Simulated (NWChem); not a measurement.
System: CH₆GeOSi; SMILES O=C[SiH2][GeH3]

Here is an NWChem input.

```
start job
memory heap 200 mb stack 900 mb global 1100 mb
geometry units angstroms
  O      2.908775     0.039815    -0.704473
  C      2.079775     0.183115     0.155427
  Si     0.642075    -1.005985     0.234327
  Ge    -1.214725     0.357515     0.017027
  H      2.081275     0.952815     0.910227
  H      0.649075    -1.538085     1.603827
  H      0.757975    -2.025585    -0.792373
  H     -2.196025    -0.283385    -0.975473
  H     -0.782325     1.722915    -0.578673
  H     -1.813225     0.623015     1.406327
end
basis spherical
  * library def2-svp
end
dft
  xc xpbe96 cpbe96
  disp vdw 4
  iterations 150
end
driver
  maxiter 120
end
task dft optimize
task dft freq
```

The level has its own optimisation; frequencies are unscaled.

Predict the main results of this run. (PBE-D3(BJ)/def2-SVP.) Quantities: r C–O (Å); r C–Si (Å); r C–H (Å); r Ge–Si (Å); highest harmonic frequency (cm⁻¹); lowest (cm⁻¹); zero-point energy (kcal/mol); dipole (D).


```yaml
r C–O (Å): 1.217
r C–Si (Å): 1.948
r C–H (Å): 1.140
r Ge–Si (Å): 2.397
highest harmonic frequency (cm⁻¹): 2704
lowest (cm⁻¹): 42
zero-point energy (kcal/mol): 35.2
dipole (D): 1.84
```
